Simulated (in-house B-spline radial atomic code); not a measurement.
Values are calculated unless marked as measured or tabulated.
Correlation energy from the adiabatic connection: −Z exp(−kr)/r, Z = 5.46, k = 1.72

Two electrons in a singlet, external potential −Z exp(−kr)/r, Z = 5.46, k = 1.72 (atomic units). Full CI in B-splines (partial waves to l = 8, correlation up to 0.6 % small) with the density held fixed gives W(λ) = <V_ee>_λ − U, and E_c is the integral of W(λ) − W(0) from 0 to 1.

```
   λ  W(λ) − W(0) (hartree)
   0                0.00000
0.02               -0.00191
0.05               -0.00477
0.12               -0.01138
0.25               -0.02347
 0.4               -0.03712
 0.6               -0.05483
 0.8               -0.07202
   1               -0.08870
```

Q: Integrate the table by the trapezoid rule.

A: The strips give -0.00002, -0.00010, -0.00057, -0.00227, -0.00454, -0.00919, -0.01269, -0.01607, which sum to -0.04545 hartree. The direct value, W(1) − W(0) + T_c with T_c = 0.04322, is -0.04548; the curve is convex, so chords lie above it and the trapezoids fall short in size by 0.08 %.

Q: Now use only three numbers: W(0) = -2.9227, the initial slope W'(0) = -0.09576 (extrapolated from the first points) and the strong-coupling limit of the point-charge-plus-continuum model, W∞ = -4.1702. What do second-order theory and the interpolation W(λ) = W∞ + (W(0) − W∞)/√(1 + 2χλ) of Seidl, Perdew and Levy give?

A: Second order keeps the slope alone: E_c = W'(0)/2 = -0.04788, +5 % in size against -0.04548. Matching the slope fixes χ = W'(0)/(W∞ − W(0)) = -0.09576/(-1.24750) = 0.07676. Integrating, with s = √(1 + 2χ) = 1.074022, E_c = −(W(0) − W∞)(s − 1)/(s + 1) = −1.24750 × 0.074022/2.074022 = -0.04452 hartree, -2.1 % in size against the full result. At λ = 1 the formula gives W − W(0) = -0.08598 against -0.08870. Part of the miss can come from the model's W∞.
